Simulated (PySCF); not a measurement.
Species: AsAs3SSS nortricyclane, As4S3.
Bonds: As1–S2, As1–S5, As1–S7, S2–As3, As3–As4, As3–As6, As4–S5, As4–As6, As6–S7.

Method used: PBE0-D3(BJ)/def2-SVP geometry optimisation, gas phase in PySCF.

Q: What internal coordinates does the optimisation give?

A: 
```
                     bond  length (bohr)
   As1–S2, As1–S5, As1–S7          4.234
   S2–As3, As4–S5, As6–S7          4.192
As3–As4, As3–As6, As4–As6          4.684
```

Bonds in one row agree within 0.02 bohr and their mean is given. A selection of angles:
```
      angle  degrees
  S2–As1–S5     98.4
 As1–S2–As3    105.2
 S2–As3–As4    101.9
As4–As3–As6     59.9
```

Dihedral angles: S5–As1–S2–As3 -50° (synclinal); S2–As1–S5–As4 50° (synclinal); S2–As1–S7–As6 -50° (synclinal); As1–S2–As3–As4 31° (synclinal); S2–As3–As4–S5 0° (synperiplanar); S2–As3–As6–As4 97° (anticlinal); As3–As4–S5–As1 -31° (synclinal); As3–As6–S7–As1 31° (synclinal).

S2 (sulfur bonded to 2 As) is bent (angle 105.2°). As3 (arsenic bonded to 2 As and S) is pyramidal (angles 101.9°, 101.8° and 59.9°, sum 263.6°, 1.35 Å off the plane of its three neighbours). As1 (arsenic bonded to 3 S) is pyramidal (angles 98.5°, 98.5° and 98.4°, sum 295.3°, 1.09 Å off the plane of its three neighbours). The 6 As–S bonds span 2.217 Å (As6–S7) to 2.242 Å (As1–S5), a spread of 0.025 Å.

Point group: C3v (tolerance 0.08 Å). No PBE0-D3(BJ)/def2-SVP frequencies stand behind this structure, so it isn't proved a minimum. One conformer, not necessarily the lowest.
